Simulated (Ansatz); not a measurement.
A run for Ansatz (a quantum-chemistry and plane-wave program): R-CCSD(T)/aug-cc-pV(D+d)Z on HCl (SMILES Cl). Files ending in .json are basis or fitting sets from the Basis Set Exchange.

Ansatz 0.2 input:
```yaml
crystal:
  periodic: [false, false, false]
  atoms:
    - {symbol: Cl, position_ang: [-0.82228556, 0.45499640, -0.43238706]}
    - {symbol: H, position_ang: [-0.72558065, -0.38573706, 0.53624912]}
basis:
  gaussian:
    orbitals: aug-cc-pV_D+d_Z.json
magnetization: {spin_polarized: false}
correlation: {method: ccsd_t, electrons: outside_noble_gas}
scf: {lower_state_search: off}
```

**Question.** Predict the final total energy.

**Answer.** -460.2797 hartree (reference determinant -460.0946, T1 diagnostic 0.007).
